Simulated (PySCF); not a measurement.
SMILES CCc1ccc(O)cc1, GFN2-xTB optimised geometry.

```
19

C     -1.66    -2.89    -1.49
C     -1.48    -2.42    -0.05
C     -0.72    -1.13     0.00
C     -1.38     0.10     0.00
C     -0.67     1.29     0.00
C      0.72     1.27     0.00
O      1.45     2.42     0.00
C      1.39     0.06     0.00
C      0.67    -1.13     0.00
H     -0.69    -3.04    -1.96
H     -2.20    -2.14    -2.07
H     -2.21    -3.82    -1.52
H     -2.47    -2.28     0.41
H     -0.95    -3.18     0.52
H     -2.46     0.12     0.00
H     -1.20     2.23     0.00
H      0.86     3.18     0.00
H      2.47     0.06     0.00
H      1.20    -2.07     0.00
```

Density from B3LYP/def2-SVP in PySCF at that geometry.

Minimum of the electron density along straight lines between bonded atoms, close to the bond critical point (lines longer than 1.1 times the sum of covalent radii, or with two minima, are not listed):

| bond | length / Å | ρ at the minimum / e bohr⁻³ | ∇²ρ there / e bohr⁻⁵ | position (fraction from the first atom) |
|---|---|---|---|---|
| C1–C2 | 1.530 | ___ | ___ | 0.50 |
| C2–C3 | 1.503 | 0.257 | ___ | 0.49 |
| C3–C4 | 1.387 | 0.312 | -0.80 | 0.50 |
| C4–C5 | 1.383 | 0.313 | -0.80 | 0.50 |
| C5–C6 | 1.389 | 0.314 | -0.81 | 0.49 |
| C6–O7 | 1.363 | 0.285 | -0.34 | 0.34 |
| C6–C8 | 1.391 | 0.314 | -0.82 | 0.52 |
| C3–C9 | 1.390 | 0.311 | -0.79 | 0.50 |
| C8–C9 | 1.380 | 0.315 | -0.81 | 0.50 |
| C1–H10 | 1.088 | 0.278 | -1.02 | 0.62 |
| C1–H11 | 1.088 | 0.278 | -1.02 | 0.62 |
| C1–H12 | 1.088 | 0.277 | -1.01 | 0.62 |
| C2–H13 | 1.092 | 0.277 | -1.00 | 0.62 |
| C2–H14 | 1.092 | 0.277 | -1.00 | 0.62 |
| C4–H15 | 1.081 | 0.283 | -1.07 | 0.63 |
| C5–H16 | 1.083 | 0.279 | -1.03 | 0.62 |
| O7–H17 | 0.965 | 0.356 | -2.25 | 0.81 |
| C8–H18 | 1.078 | 0.284 | -1.08 | 0.63 |
| C9–H19 | 1.081 | 0.283 | -1.07 | 0.63 |

Q: Complete the blanks.

A: 
- C1–C2, ρ at the minimum / e bohr⁻³: 0.242
- C1–C2, ∇²ρ there / e bohr⁻⁵: -0.55
- C2–C3, ∇²ρ there / e bohr⁻⁵: -0.61
